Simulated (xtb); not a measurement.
BCl3, charge -1, doublet, from a rough starting geometry (a state made from the parent by changing its charge; the spin is typed, not shown lowest); GFN2-xTB run with xtb.

xtb was given this input:
```
$ xtb mol.xyz --gfn 2 --chrg -1 --uhf 1 --opt vtight --json

# file mol.xyz
4

B      0.01628028     0.01156280     0.01562993
Cl     1.65800782    -0.24144148    -0.38106145
Cl    -0.66163221    -0.71133553     1.45860945
Cl    -1.03171953     0.93487233    -0.99497787
```

Task: Predict the main parts of the log of this xtb run.

Result: 
```
   ID    Z sym.   atoms
    1    5 B      1
    2   17 Cl     2-4

           -------------------------------------------------
          |                Calculation Setup                |
           -------------------------------------------------

           -------------------------------------------------
          |                 G F N 2 - x T B                 |
           -------------------------------------------------

          ...................................................
          :                      SETUP                      :
          :.................................................:
          :  # basis functions                  34          :
          :  # atomic orbitals                  31          :
          :  # shells                           11          :
          :  # electrons                        25          :
          :  max. iterations                   250          :
          :  Hamiltonian                  GFN2-xTB          :
          :  restarted?                      false          :
          :  GBSA solvation                  false          :
          :  PC potential                    false          :
          :  electronic temp.          300.0000000     K    :
          :  accuracy                    1.0000000          :
          :  -> integral cutoff          0.2500000E+02      :
          :  -> integral neglect         0.1000000E-07      :
          :  -> SCF convergence          0.1000000E-05 Eh   :
          :  -> wf. convergence          0.1000000E-03 e    :
          :  Broyden damping             0.4000000          :
          :  net charge                         -1          :
          :  unpaired electrons                  1          :
          ...................................................

 iter      E             dE          RMSdq      gap      omega  full diag
   1    -14.8443532 -0.148444E+02  0.114E+01    1.63       0.0  T
   2    -15.1320089 -0.287656E+00  0.763E+00    4.95       1.0  T
   3    -15.1407244 -0.871543E-02  0.395E+00    3.91       1.0  T
   4    -15.1403531  0.371277E-03  0.162E+00    3.63       1.0  T
   5    -15.1459957 -0.564259E-02  0.114E+00    3.57       1.0  T
   6    -15.1477161 -0.172042E-02  0.547E-01    3.36       1.0  T
   7    -15.1491833 -0.146725E-02  0.133E-01    3.46       1.0  T
   8    -15.1491673  0.160818E-04  0.749E-02    3.47       1.0  T
   9    -15.1491844 -0.171520E-04  0.230E-02    3.44       2.2  T
[...]
         :: total energy             -15.129536319478 Eh    ::
 * total energy  :   -15.1295363 Eh     change       -0.1936710E-08 Eh
 * total energy  :   -15.1362718 Eh     change       -0.6735513E-02 Eh
 * total energy  :   -15.1394150 Eh     change       -0.3143127E-02 Eh
 * total energy  :   -15.1396035 Eh     change       -0.1885041E-03 Eh
 * total energy  :   -15.1396171 Eh     change       -0.1363132E-04 Eh
 * total energy  :   -15.1396261 Eh     change       -0.9050380E-05 Eh
 * total energy  :   -15.1396320 Eh     change       -0.5889223E-05 Eh
 * total energy  :   -15.1396329 Eh     change       -0.8814962E-06 Eh
 * total energy  :   -15.1396330 Eh     change       -0.5139013E-07 Eh
   *** GEOMETRY OPTIMIZATION CONVERGED AFTER 9 ITERATIONS ***
         :: total energy             -15.139632969145 Eh    ::
[...]
        23                          0.2066332               5.6228
        24                          0.2066434               5.6231
       ...                                ...                  ...
        31                          0.4336068              11.7990
      -------------------------------------------------------------
                  HL-Gap            0.1020098 Eh            2.7758 eV
             Fermi-level           -0.0723446 Eh           -1.9686 eV

     #   Z          covCN         q      C6AA      α(0)
     1   5 B        2.453     0.343    19.195     7.831
     2  17 Cl       0.854    -0.448   113.814    16.321
     3  17 Cl       0.854    -0.448   113.816    16.321
     4  17 Cl       0.854    -0.448   113.817    16.321

 Mol. C6AA /au·bohr⁶  :       1321.865974
 Mol. C8AA /au·bohr⁸  :      54852.682391
 Mol. α(0) /au        :         56.793097

Wiberg/Mayer (AO) data.
largest (>0.10) Wiberg bond orders for each atom

 ---------------------------------------------------------------------------
     #   Z sym  total        # sym  WBO       # sym  WBO       # sym  WBO
 ---------------------------------------------------------------------------
     1   5 B    2.524 --     2 Cl   0.841     3 Cl   0.841     4 Cl   0.841
     2  17 Cl   0.897 --     1 B    0.841
     3  17 Cl   0.897 --     1 B    0.841
     4  17 Cl   0.896 --     1 B    0.841
 ---------------------------------------------------------------------------

Topologies differ in total number of bonds
Writing topology from bond orders to xtbtopo.mol

molecular dipole:
                 x           y           z       tot (Debye)
 q only:        0.014       0.020      -0.036
   full:        0.007      -0.006      -0.052       0.135
molecular quadrupole (traceless):
                xx          xy          yy          xz          yz          zz
 q only:       -3.288       2.383       4.111       1.490       5.065      -0.823
  q+dip:       -4.561       3.306       5.705       2.067       7.025      -1.144
   full:       -4.185       3.033       5.235       1.897       6.446      -1.050

optimized geometry written to: xtbopt.xyz

           -------------------------------------------------
          | TOTAL ENERGY              -15.139632969145 Eh   |
          | GRADIENT NORM               0.005053600137 Eh/α |
          | HOMO-LUMO GAP               2.775829145028 eV   |
           -------------------------------------------------

normal termination of xtb
```
